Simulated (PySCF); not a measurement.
**Germanium: a sound run and one with changed settings**

Sound run: Ge [Ar] 3d10 4s2 4p2, Ge⁺ [Ar] 3d10 4s2 4p1. All numbers are calculated (PySCF 2.14, the non-relativistic Hamiltonian (point nucleus), in def2-SVP). The sound run starts from symmetry-adapted Hartree-Fock orbitals and uses a fine grid where one is needed.

Changed run: initial guess atom, at most 5 SCF cycles. This setting is unsound on purpose.

| species | method | sound run (hartree) | changed run (hartree) | converged |
| --- | --- | --- | --- | --- |
| Ge | UHF | -2075.05805 | -2075.05805 | no |
| Ge | TPSS | -2076.62856 | -2076.62856 | no |
| Ge | BP86 | -2076.92052 | -2076.92052 | no |
| Ge⁺ | UHF | -2074.78435 | -2074.78434 | no |
| Ge⁺ | TPSS | -2076.33701 | -2076.33701 | no |
| Ge⁺ | BP86 | -2076.62580 | -2076.62580 | no |

The SCF was stopped early; the energies are upper bounds that still move, and correlated levels were skipped or rest on poor orbitals.
